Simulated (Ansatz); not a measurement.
```xyz
14

C    -0.654    0.525   -2.573
Si   -0.587    0.737   -0.729
O     0.281   -0.489   -0.076
Si    1.087   -0.935    1.280
N     0.301   -0.613    2.758
H    -1.241    1.326   -3.029
H    -1.117   -0.429   -2.837
H     0.349    0.548   -3.004
H    -1.963    0.727   -0.157
H     0.045    2.041   -0.378
H     1.277   -2.399    1.164
H     2.373   -0.196    1.319
H     0.352    0.290    3.199
H    -0.504   -1.133    3.064
```

The species carries charge 0 and has multiplicity 1.

List the PBE0/def2-TZVPP orbital energies in eV (Ansatz). (Best estimate.)

Ansatz gave: Occupied: -1802.92, -1802.73, -522.36, -390.83, -277.68, -145.11, -144.97, -99.80, -99.78, -99.76, -99.67, -99.62, -99.61, -27.58, -23.79, -19.63, -15.99, -14.00, -13.86, -12.34, -11.73, -11.39, -11.02, -10.95, -10.04, -9.25, -8.69, -8.33, -7.72. Lowest empty: 0.55, 0.97, 1.20, 2.15, 2.29, 2.41, 2.53, 2.69.
